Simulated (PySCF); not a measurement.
**Excitation energy of Os by level of theory**

Os [Xe] 4f14 5d6 6s2 (5D) → Os [Xe] 4f14 5d6 6s1 6p1 (high-spin determinant), as a difference of total energies. All numbers are calculated (PySCF 2.14, scalar relativity through the core potential, in aug-cc-pVDZ-PP with ECP60MDF). Correlated levels: valence: 5s2 5p6 frozen. The calculations carry no spin-orbit coupling.

| method | excitation energy (eV) |
| --- | --- |
| UHF | 1.419 |
| LDA | 3.423 |
| PBE | 3.110 |
| PBE0 | 2.813 |
| r2SCAN | 2.745 |
| r2SCANh | 2.689 |
| M06-L | 3.794 |
| MN15 | 3.265 |
| LC-wPBE | 2.398 |
| MP2 (valence) | 2.661 |
| SCS-MP2 (valence) | 2.983 |

**Question.** How much does correlation contribute at MP2 (valence)?

**Answer.** 2.661 − (1.419) = 1.242 eV, measured against UHF.

The determinant of the upper state mixes LS terms, which raises its energy above the lowest term, most at the Hartree-Fock and MP2 levels.
